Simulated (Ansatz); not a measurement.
Relaxation of `FC(F)(F)c1cnc(-c2cnc(-c3cnc(C(F)(F)F)s3)s2)s1` with RKS r2SCAN-D4/def2-SVP.

```sh
$ ansatz run in.yaml --threads 2 --pin off --events-out ev --progress --plain --max-ram 32768MiB --backend cuda --devices 0, --max-vram 18GiB
```

```yaml
crystal:
  periodic: [false, false, false]
  atoms:
    - {symbol: F, position_ang: [-6.813410, 1.420140, -1.255960]}
    - {symbol: C, position_ang: [-6.290760, 0.469310, -0.470970]}
    - {symbol: F, position_ang: [-6.804090, 0.657330, 0.756570]}
    - {symbol: F, position_ang: [-6.782860, -0.703410, -0.904490]}
    - {symbol: C, position_ang: [-4.805400, 0.509620, -0.485720]}
    - {symbol: C, position_ang: [-4.006120, 1.378120, -1.179320]}
    - {symbol: N, position_ang: [-2.692210, 1.192930, -1.010890]}
    - {symbol: C, position_ang: [-2.426400, 0.210820, -0.209660]}
    - {symbol: C, position_ang: [-1.112970, -0.201970, 0.145640]}
    - {symbol: C, position_ang: [-0.727280, -1.228200, 0.986520]}
    - {symbol: N, position_ang: [0.586150, -1.388160, 1.136680]}
    - {symbol: C, position_ang: [1.271230, -0.526390, 0.443300]}
    - {symbol: C, position_ang: [2.696130, -0.484540, 0.431140]}
    - {symbol: C, position_ang: [3.558510, -1.312850, 1.123210]}
    - {symbol: N, position_ang: [4.858120, -1.061940, 0.937480]}
    - {symbol: C, position_ang: [5.048280, -0.072660, 0.131980]}
    - {symbol: C, position_ang: [6.393910, 0.440430, -0.264670]}
    - {symbol: F, position_ang: [7.384610, -0.237100, 0.306970]}
    - {symbol: F, position_ang: [6.581710, 0.374410, -1.594520]}
    - {symbol: F, position_ang: [6.553510, 1.733670, 0.067340]}
    - {symbol: S, position_ang: [3.601680, 0.664860, -0.494430]}
    - {symbol: S, position_ang: [0.287640, 0.595710, -0.484420]}
    - {symbol: S, position_ang: [-3.853080, -0.600700, 0.430590]}
    - {symbol: H, position_ang: [-4.355570, 2.164190, -1.823080]}
    - {symbol: H, position_ang: [-1.401920, -1.882060, 1.509710]}
    - {symbol: H, position_ang: [3.250580, -2.111540, 1.771030]}
basis:
  gaussian: {orbitals: def2-SVP}
hamiltonian: {xc: r2scan, dispersion: d4}
scf: {lower_state_search: "off"}
output: {orbitals: {seedname: orbitals}}
relax: {f_tol: 0.03, max_steps: 70}
```

Hardware: 2 threads of AMD EPYC 7R13 on a shared host and a share (18 GiB) of an NVIDIA H100 80GB HBM3. Wall time 40 s, peak host memory 1 GiB.

Positions (Å) and forces (eV/Å) at steps 1, 2, 3, 4, 5 of 5:

```xyz
26
step=1 energy=-64681.2993 eV
F    -6.813    1.420   -1.256    0.229    0.227   -0.185
C    -6.291    0.469   -0.471   -0.692   -0.022    0.010
F    -6.804    0.657    0.757    0.188   -0.013    0.225
F    -6.783   -0.703   -0.904    0.187   -0.221   -0.031
C    -4.805    0.510   -0.486   -0.515   -0.221    0.184
C    -4.006    1.378   -1.179   -0.209   -0.127    0.093
N    -2.692    1.193   -1.011    0.780    0.728   -0.583
C    -2.426    0.211   -0.210   -0.218   -0.421    0.348
C    -1.113   -0.202    0.146    0.125   -0.031    0.018
C    -0.727   -1.228    0.987   -0.003    0.208   -0.160
N     0.586   -1.388    1.137    0.474   -0.805    0.652
C     1.271   -0.526    0.443   -0.182    0.518   -0.415
C     2.696   -0.485    0.431    0.121    0.249   -0.197
C     3.559   -1.313    1.123   -0.218    0.083   -0.086
N     4.858   -1.062    0.937    0.898   -0.394    0.347
C     5.048   -0.073    0.132    0.114    0.368   -0.300
C     6.394    0.440   -0.265    0.940    0.304   -0.231
F     7.385   -0.237    0.307   -0.209   -0.223    0.173
F     6.582    0.374   -1.595   -0.258   -0.088   -0.161
F     6.554    1.734    0.067   -0.267    0.138    0.111
S     3.602    0.665   -0.494    0.005    0.089   -0.073
S     0.288    0.596   -0.484   -0.036    0.060   -0.051
S    -3.853   -0.601    0.431   -0.060   -0.010    0.002
H    -4.356    2.164   -1.823   -0.347    0.449   -0.368
H    -1.402   -1.882    1.510   -0.510   -0.375    0.298
H     3.251   -2.112    1.771   -0.337   -0.469    0.380
26
step=2 energy=-64681.4118 eV
F    -6.831    1.432   -1.266    0.043    0.040   -0.033
C    -6.327    0.474   -0.475   -0.208   -0.015    0.010
F    -6.824    0.661    0.760    0.034   -0.019    0.015
F    -6.803   -0.706   -0.909    0.032   -0.018    0.015
C    -4.839    0.517   -0.491   -0.058   -0.034    0.025
C    -4.033    1.387   -1.188   -0.040   -0.069    0.059
N    -2.706    1.204   -1.021    0.329    0.289   -0.228
C    -2.443    0.213   -0.211   -0.211   -0.133    0.098
C    -1.123   -0.213    0.154    0.028   -0.084    0.071
C    -0.728   -1.242    0.999   -0.001    0.078   -0.072
N     0.597   -1.404    1.149    0.177   -0.325    0.277
C     1.279   -0.531    0.448   -0.185    0.233   -0.201
C     2.716   -0.483    0.431    0.091    0.047   -0.043
C     3.584   -1.316    1.125   -0.084    0.028   -0.012
N     4.897   -1.066    0.943    0.331   -0.168    0.133
C     5.086   -0.071    0.131   -0.133    0.060   -0.047
C     6.433    0.450   -0.272    0.332    0.091   -0.066
F     7.412   -0.238    0.308   -0.084   -0.013    0.007
F     6.599    0.377   -1.605   -0.053    0.002    0.005
F     6.571    1.744    0.067   -0.054   -0.004   -0.005
S     3.632    0.663   -0.492   -0.019    0.078   -0.063
S     0.280    0.585   -0.475    0.067    0.046   -0.033
S    -3.880   -0.592    0.422    0.025   -0.022    0.024
H    -4.397    2.181   -1.838   -0.109    0.096   -0.080
H    -1.414   -1.903    1.527   -0.135   -0.082    0.066
H     3.260   -2.122    1.779   -0.115   -0.101    0.079
26
step=3 energy=-64681.4247 eV
F    -6.833    1.437   -1.271   -0.003   -0.008    0.006
C    -6.335    0.477   -0.478   -0.009   -0.003    0.004
F    -6.829    0.663    0.758   -0.001   -0.006   -0.022
F    -6.807   -0.705   -0.912    0.000    0.021    0.009
C    -4.844    0.519   -0.493    0.006    0.040   -0.024
C    -4.034    1.391   -1.190   -0.015   -0.035    0.023
N    -2.701    1.211   -1.025    0.071    0.025   -0.027
C    -2.446    0.212   -0.211   -0.092   -0.033    0.039
C    -1.125   -0.221    0.160   -0.049   -0.051    0.040
C    -0.726   -1.252    1.006   -0.010    0.048   -0.026
N     0.603   -1.414    1.158    0.057   -0.049    0.023
C     1.278   -0.533    0.449   -0.077    0.081   -0.049
C     2.721   -0.482    0.430    0.013   -0.020    0.027
C     3.588   -1.316    1.127   -0.023    0.000   -0.022
N     4.908   -1.071    0.945    0.063    0.014    0.004
C     5.093   -0.071    0.132   -0.062   -0.030    0.021
C     6.443    0.454   -0.276    0.038   -0.001    0.000
F     7.418   -0.235    0.305   -0.017    0.023   -0.020
F     6.601    0.381   -1.609    0.003    0.009    0.024
F     6.573    1.750    0.063    0.003   -0.023   -0.014
S     3.638    0.665   -0.493    0.006    0.007   -0.008
S     0.276    0.581   -0.471    0.072   -0.037    0.022
S    -3.885   -0.588    0.422    0.058    0.012   -0.020
H    -4.407    2.185   -1.840   -0.013   -0.014    0.010
H    -1.419   -1.913    1.535    0.000    0.011   -0.012
H     3.252   -2.123    1.780   -0.018    0.018   -0.013
26
step=4 energy=-64681.4255 eV
F    -6.832    1.440   -1.273    0.001   -0.005    0.005
C    -6.335    0.480   -0.480    0.005   -0.004    0.002
F    -6.830    0.666    0.756    0.000    0.001   -0.011
F    -6.808   -0.701   -0.913   -0.001    0.009    0.001
C    -4.844    0.520   -0.493   -0.004    0.014   -0.022
C    -4.032    1.389   -1.190    0.009   -0.006    0.008
N    -2.698    1.208   -1.024    0.006    0.007    0.007
C    -2.448    0.210   -0.207   -0.048   -0.034    0.005
C    -1.127   -0.224    0.165   -0.026   -0.025    0.017
C    -0.725   -1.254    1.009    0.008    0.004   -0.018
N     0.606   -1.417    1.159    0.003    0.007    0.019
C     1.278   -0.532    0.451   -0.043    0.023   -0.048
C     2.721   -0.480    0.430    0.005   -0.022    0.004
C     3.587   -1.316    1.124    0.002    0.016    0.015
N     4.909   -1.070    0.946   -0.003   -0.002   -0.017
C     5.092   -0.071    0.132   -0.015   -0.006    0.007
C     6.443    0.455   -0.276    0.000   -0.001    0.003
F     7.419   -0.233    0.303   -0.005    0.010   -0.008
F     6.601    0.383   -1.610    0.001    0.000    0.009
F     6.573    1.750    0.062    0.003   -0.008   -0.003
S     3.639    0.666   -0.494    0.008    0.005    0.002
S     0.275    0.578   -0.470    0.049   -0.011    0.026
S    -3.887   -0.591    0.420    0.042    0.019    0.002
H    -4.405    2.183   -1.841    0.000   -0.008    0.008
H    -1.417   -1.917    1.537    0.007    0.009   -0.003
H     3.247   -2.122    1.778   -0.003    0.009   -0.010
26
step=5 energy=-64681.4258 eV
F    -6.829    1.443   -1.276    0.002    0.000    0.000
C    -6.334    0.482   -0.483    0.010   -0.002    0.003
F    -6.831    0.669    0.752   -0.002    0.002    0.002
F    -6.808   -0.698   -0.917   -0.001   -0.001   -0.003
C    -4.843    0.520   -0.494   -0.010    0.000    0.004
C    -4.029    1.388   -1.188    0.019    0.008   -0.003
N    -2.695    1.206   -1.021   -0.021   -0.010   -0.002
C    -2.449    0.206   -0.205    0.002    0.002    0.011
C    -1.128   -0.229    0.168   -0.001    0.010    0.000
C    -0.724   -1.257    1.011    0.014   -0.005    0.005
N     0.608   -1.418    1.161   -0.017    0.000   -0.011
C     1.276   -0.533    0.449   -0.001    0.011    0.009
C     2.720   -0.480    0.428    0.000    0.001    0.006
C     3.586   -1.314    1.124    0.014   -0.007   -0.003
N     4.908   -1.070    0.944   -0.028    0.003   -0.001
C     5.090   -0.070    0.131    0.015    0.008   -0.003
C     6.442    0.456   -0.278   -0.017   -0.003    0.002
F     7.418   -0.232    0.301    0.004   -0.002    0.002
F     6.598    0.384   -1.611    0.001   -0.003   -0.004
F     6.571    1.751    0.060    0.000    0.004    0.004
S     3.638    0.668   -0.494    0.001   -0.006   -0.001
S     0.274    0.576   -0.466   -0.003   -0.006   -0.008
S    -3.887   -0.590    0.423    0.002   -0.002   -0.006
H    -4.402    2.182   -1.839    0.005   -0.002    0.000
H    -1.415   -1.919    1.541    0.005   -0.002   -0.001
H     3.244   -2.120    1.776    0.004    0.001   -0.001
```
